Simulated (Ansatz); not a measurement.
C2H5BS. The species carries charge 0 and has multiplicity 1. The bonds changed during the relaxation, so this is another structure than the one it started from. Geometry: relaxed with PBE0-D4/def2-TZVP. It is one conformer, not always the lowest.

```xyz
9

S    -1.533    0.582    0.350
C     0.057   -0.026    0.850
B     0.274    0.916   -0.352
C     0.619   -0.607   -0.420
H    -2.036   -0.464   -0.360
H     0.274   -0.201    1.893
H     0.634    2.007   -0.640
H     0.032   -1.354   -0.957
H     1.678   -0.853   -0.363
```

Q: What is the dipole moment at PBE/def2-TZVPP? (An estimate is asked.)

A: Ansatz gave: 1.57 D, with components (-1.06, -1.02, 0.57) D in this frame, pointing from negative to positive charge.

Q: And with r2SCAN, B3LYP, ωB97M-V? (An estimate is asked.)

A: Ansatz gave: r2SCAN 1.54 D, B3LYP 1.52 D, ωB97M-V 1.55 D.

Q: Give the Mulliken charges with PBE, r2SCAN, ωB97M-V in def2-TZVPP. (Best estimate.)

A: The calculation gave: 
```
atom    PBE  r2SCAN  ωB97M-V
  S1   0.01    0.04     0.03
  C2  -0.12   -0.13    -0.18
  B3  -0.09   -0.05    -0.11
  C4  -0.17   -0.14    -0.25
  H5   0.09    0.07     0.10
  H6   0.11    0.10     0.12
  H7   0.03    0.03     0.11
  H8   0.06    0.03     0.08
  H9   0.07    0.06     0.10
```

B3LYP here is the variant with VWN-RPA as its local correlation; programs differ in this.
